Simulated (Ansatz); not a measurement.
Stepwise reaction of `[OH][SnH3]` with hydrogen chloride, as a gas-phase model of exchange steps in deposition or etching. ΔE in kJ/mol.

Computed with Ansatz on PBE0-D4/def2-TZVP structures; ΔE is electronic, products minus reactants. CBS: MP2 limit from def2 TZ/QZ plus the TZ coupled-cluster correction, frozen cores. This one scheme is used for every species. DFT in def2-TZVPP. B3LYP here is the variant with VWN-RPA as its local correlation; programs differ in this. Elements past krypton have def2 core potentials. For Sn outer-core shells are correlated without core-valence functions, which leaves a few kJ/mol of doubt a bond. One conformer a species, not always the lowest.

```json
{"step": "2", "reaction": "`[OH][SnH2][Cl]` + HCl → `[OH][SnH]([Cl])[Cl]` + H₂", "PBE-D4": "-74.3", "B3LYP-D4": "-74.8", "ωB97M-V": "-72.0", "CCSD(T)/CBS": "-75.9"}
```

(1) Give the row of step 1, `[OH][SnH3]` + HCl → `[OH][SnH2][Cl]` + H₂. (Estimate.)

(2) By hand: ΔE of the 2 steps together at CCSD(T)/CBS.

## Answers

(1) The calculation gave: 
```
step                                    reaction  PBE-D4  B3LYP-D4  ωB97M-V  CCSD(T)/CBS
   1  `[OH][SnH3]` + HCl → `[OH][SnH2][Cl]` + H₂   -81.9     -82.9    -80.5        -84.8
```

(2) (-84.8) + (-75.9) = -160.7 kJ/mol, or -80.3 kJ/mol a step.

In ΔE each step is higher than the one before. All are downhill at CCSD(T)/CBS. PBE-D4 differs from CCSD(T)/CBS by 1.6 to 2.9 kJ/mol a step. Isolated molecules leave out the surface, adducts and barriers. Largest T1 diagnostic: 0.014.
